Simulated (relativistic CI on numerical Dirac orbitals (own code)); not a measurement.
W⁵⁺: L2,3 absorption edge

Computed with this model: Dirac-Coulomb-Breit CI, orbitals from a KLI potential per configuration, QED by a radiative potential, multiplet model of core-to-valence dipole absorption, unscaled Slater integrals; configurations [Xe] 4f14 5d → [He] 2s2 2p5 3s2 3p6 3d10 4s2 4p6 4d10 4f14 5s2 5p6 5d2; 10 K; Lorentzian 5 eV and Gaussian 1 eV FWHM. Energies are those of the free ion, without screening or charge transfer. The branching ratio is the share of the lower-energy edge in the whole absorption, uncertain by about 0.02 where the edges overlap. S is read from ⟨S²⟩ = S(S + 1).

Field parameters in Wybourne normalisation: Td as Oh with Dq negative (B⁴₀ = 21Dq, B⁴₄ = √(5/14) B⁴₀). The field is a parameter set, without covalency.

free ion: ground-state S = 0.50, centroid 10530.97 eV, branching ratio 0.760. Peaks (eV, height): 10210.0 (100), 11546.5 (31).

Td, 10Dq = -17350 cm⁻¹: ground-state S = 0.50, centroid 10573.29 eV, branching ratio 0.728. Peaks (eV, height): 10210.0 (100), 11547.0 (35).

The statistical ratio of this edge is 2/3 = 0.667. Values above it arise where the holes sit mainly in the j = l + 1/2 valence subshell or the ground state has high spin; values below it where core-valence Coulomb terms move weight to the upper edge, as in nearly empty shells. At deep edges of heavy elements the radial integrals of the two core levels differ, which raises the baseline.

Strongest unbroadened transitions for free ion:

```csv
Energy (eV),Relative strength
10207.34,4.2
10207.39,11.8
10208.34,29.0
10208.53,72.1
10209.44,52.9
10209.72,50.2
10209.83,66.1
10209.88,4.7
10210.05,32.8
10210.35,93.0
10210.93,91.5
10211.12,33.4
11545.79,26.0
11546.16,100.0
11547.99,23.1
11548.10,13.8
11548.14,2.6
11552.82,5.8
```
